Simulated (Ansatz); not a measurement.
Born–Oppenheimer molecular dynamics of H4OSn (6 atoms, charge 0, multiplicity 1). It starts from a relaxed structure.

The calculation used RKS PBE/def2-SVP (Ansatz).

```json
{"ensemble": "NVT, Nosé–Hoover chain", "time step": "0.5 fs", "steps asked": "150", "set temperature": "400 K", "thermostat": "time constant 50 fs, chain length 3", "seed": "613699"}
```

First frame:

```xyz
6
Properties=species:S:1:pos:R:3
Sn 0.048 0.016 0.075
H 0.114 0.083 1.807
H 1.614 -0.009 -0.637
H -0.937 1.301 -0.547
O -0.710 -1.762 -0.506
H -1.610 -1.873 -0.144
```

Q: What does the run give?

A: The run went to its last step.

```yaml
steps_done: 150
time_covered: 75 fs
mean_temperature_over_the_second_half: 303 K
spread_of_the_potential_energy_over_the_second_half: 8.1 meV per atom
mean_potential_energy_of_the_second_half_above_the_start: 22.3 meV per atom
```

The conserved energy stayed within 0.27 meV per atom of its start (net change 0.098 meV per atom), so the integration is sound. The mean temperature of the second half is 24 % below the set value. A run of 0.075 ps of so small a system gives no equilibrium averages.

Q: What happens to the structure?

A: The same pairs are bonded in the first frame and the last. Pairs count as bonded within 1.25 times the sum of covalent radii (0.12 Å more for H–H). The details hang on the random start.

Q: How do temperature and energy run in time?

A: 
| time (fs) | T (K) | potential energy less start (eV) | conserved less start (meV/atom) |
| --- | --- | --- | --- |
| 0 | 400 | 0.000 | 0.00 |
| 2.5 | 265 | 0.070 | 0.14 |
| 5 | 184 | 0.113 | 0.13 |
| 7.5 | 231 | 0.088 | 0.09 |
| 10 | 210 | 0.100 | 0.07 |
| 12.5 | 97 | 0.159 | 0.11 |
| 15 | 97 | 0.161 | 0.16 |
| 17.5 | 266 | 0.074 | 0.03 |
| 20 | 245 | 0.088 | 0.12 |
| 22.5 | 181 | 0.123 | 0.12 |
| 25 | 242 | 0.094 | 0.13 |
| 27.5 | 344 | 0.045 | 0.03 |
| 30 | 228 | 0.110 | 0.12 |
| 32.5 | 155 | 0.151 | 0.17 |
| 35 | 263 | 0.098 | 0.07 |
| 37.5 | 266 | 0.102 | 0.11 |
| 40 | 166 | 0.159 | 0.12 |
| 42.5 | 185 | 0.152 | 0.17 |
| 45 | 356 | 0.070 | 0.02 |
| 47.5 | 264 | 0.126 | 0.16 |
| 50 | 213 | 0.159 | 0.17 |
| 52.5 | 316 | 0.112 | 0.13 |
| 55 | 380 | 0.089 | 0.08 |
| 57.5 | 232 | 0.174 | 0.12 |
| 60 | 144 | 0.225 | 0.24 |
| 62.5 | 352 | 0.124 | 0.03 |
| 65 | 302 | 0.161 | 0.20 |
| 67.5 | 248 | 0.196 | 0.18 |
| 70 | 359 | 0.147 | 0.21 |
| 72.5 | 603 | 0.033 | 0.07 |
| 75 | 544 | 0.078 | 0.10 |

The run took 3 min on 1 thread of Arm Neoverse V2, with other jobs on the host, peak memory 0.096 GiB.
